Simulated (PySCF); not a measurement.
C2H3BN2O. Atoms are numbered in the order given.

```xyz
9

O      0.1528     2.0734     0.0000
B      0.0391     0.7437     0.0000
C      1.2079    -0.3644     0.0000
N      0.6395    -1.5142     0.0000
C     -0.7950    -1.2328     0.0000
N     -1.2160    -0.0305     0.0000
H     -0.7123     2.5043     0.0000
H      2.3030    -0.2982     0.0000
H     -1.4508    -2.1156     0.0000
```

Coordinates come from a PBE0-D3(BJ)/def2-SVP optimisation. This is a generated structure with no PubChem entry under its InChIKey; it may be hypothetical. Other conformers were not sampled.

Calculation: TDDFT-PBE/def2-SVPD (PySCF 2.14.0).

Vertical excitations. Isolated molecule, no solvent. State labels are in the subgroup Cs.

```tsv
state	symmetry	energy (eV)	λ (nm)	f	main pairs
S1	A"	2.21	561	0.000	HOMO→LUMO 99 %
S2	A"	2.87	431	0.001	HOMO−1→LUMO 99 %
S3	A'	3.98	311	0.015	HOMO−2→LUMO 98 %
S4	A"	5.42	229	0.000	HOMO−3→LUMO 99 %
S5	A'	5.63	220	0.000	HOMO→LUMO+1 100 %
S6	A"	5.99	207	0.000	HOMO→LUMO+2 60 %, HOMO−5→LUMO 39 %
S7	A'	6.08	204	0.074	HOMO−4→LUMO 80 %, HOMO−1→LUMO+1 12 %
S8	A"	6.12	203	0.000	HOMO−5→LUMO 61 %, HOMO→LUMO+2 37 %
S9	A'	6.37	195	0.086	HOMO−1→LUMO+1 87 %
S10	A"	6.65	186	0.003	HOMO−1→LUMO+2 97 %
T1	A"	1.85	668	0	HOMO→LUMO 99 %
T2	A"	2.49	498	0	HOMO−1→LUMO 99 %
T3	A'	2.83	438	0	HOMO−2→LUMO 99 %
T4	A'	4.88	254	0	HOMO−4→LUMO 93 %
```
Triplets are in the Tamm–Dancoff approximation, which puts them higher than full response would, so one can lie above its singlet here.
